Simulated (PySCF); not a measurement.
## Radial density of Sc(2+) (scandium, charge +2)

HSE06, [Ar] 4s1, 2S determinant (an excited configuration). All numbers are calculated (PySCF 2.14, no relativity, point nucleus, in def2-TZVPPD).

```csv
r (bohr),4πr²ρ (e/bohr),4πr²(ρα − ρβ)
0.00103,0.07953,0.0001
0.00174,0.2191,0.0002
0.00293,0.5883,0.0004
0.00492,1.533,0.0011
0.00828,3.764,0.0026
0.0139,8.414,0.0055
0.0234,16.02,0.0097
0.0394,23.50,0.0115
0.0663,23.40,0.0041
0.112,18.27,-0.0013
0.188,23.92,0.0239
0.315,22.54,0.0184
0.531,7.581,0.0238
0.893,8.717,0.0766
1.50,3.891,0.0397
2.53,0.5835,0.3915
4.25,0.1856,0.1852
7.14,0.0003921,0.0004
12.0,2.197e-05,0.0000
```
